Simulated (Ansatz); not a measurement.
One change: `[F][Ga]([SH])[SH]` becomes `[F][In]([SH])[SH]`.

Ansatz, PBE0-D4/def2-TZVP geometries, multiplicity 1. Each molecule was computed in one conformer, which needn't be the lowest.

Elements past krypton have def2 core potentials. Scalar relativity is left out up to krypton.

| property | `[F][Ga]([SH])[SH]` |
| --- | --- |
| HOMO–LUMO gap (ωB97M-V/def2-TZVPP) / eV | 10.81 |
| HOMO–LUMO gap (PBE0/def2-TZVPP) / eV | 6.78 |
| HOMO–LUMO gap (B3LYP/def2-TZVPP) / eV | 6.19 |
| LUMO energy (PBE/def2-TZVPP) / eV | -2.12 |
| LUMO energy (B3LYP/def2-TZVPP) / eV | -1.52 |
| size of the dipole moment (PBE/def2-TZVPP) / D | 1.70 |

**Question.** Give the same properties after the change, and the shifts. (An estimate is asked.)

**Answer.** The calculation gave: 
```json
{"property": "HOMO–LUMO gap (ωB97M-V/def2-TZVPP) / eV", "`[F][In]([SH])[SH]`": "9.88", "shift": "-0.93"}
{"property": "HOMO–LUMO gap (PBE0/def2-TZVPP) / eV", "`[F][In]([SH])[SH]`": "5.82", "shift": "-0.96"}
{"property": "HOMO–LUMO gap (B3LYP/def2-TZVPP) / eV", "`[F][In]([SH])[SH]`": "5.26", "shift": "-0.93"}
{"property": "LUMO energy (PBE/def2-TZVPP) / eV", "`[F][In]([SH])[SH]`": "-2.96", "shift": "-0.84"}
{"property": "LUMO energy (B3LYP/def2-TZVPP) / eV", "`[F][In]([SH])[SH]`": "-2.41", "shift": "-0.89"}
{"property": "size of the dipole moment (PBE/def2-TZVPP) / D", "`[F][In]([SH])[SH]`": "2.13", "shift": "0.43"}
```

Dipoles are sizes alone; their direction can turn.

B3LYP here is the variant with VWN-RPA as its local correlation; programs differ in this.
